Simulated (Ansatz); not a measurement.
The Ansatz (an electronic-structure program) input:
Ansatz 0.2 input:
```yaml
crystal:
  periodic: [false, false, false]
  atoms:
    - {symbol: O, position_ang: [0.04578615, -0.01722735, -0.52980400]}
    - {symbol: O, position_ang: [0.00499737, 0.08798203, 0.59534498]}
basis:
  gaussian:
    orbitals: STO-3G
hamiltonian:
  xc: b3lyp
magnetization: {spin_polarized: true, initial_magnetization: 2}
relax: {}
```

Estimate the number of basis functions that B3LYP/STO-3G (Ansatz) returns for this input.

10

What is the computed Mulliken (on the basis functions themselves) charges in atom order (B3LYP/STO-3G)?

O1 0.00, O2 0.00

What <S^2> does B3LYP/STO-3G give?

2.001

Estimate the total energy at the end of the optimisation that B3LYP/STO-3G returns for this input.

-148.2807 Eh
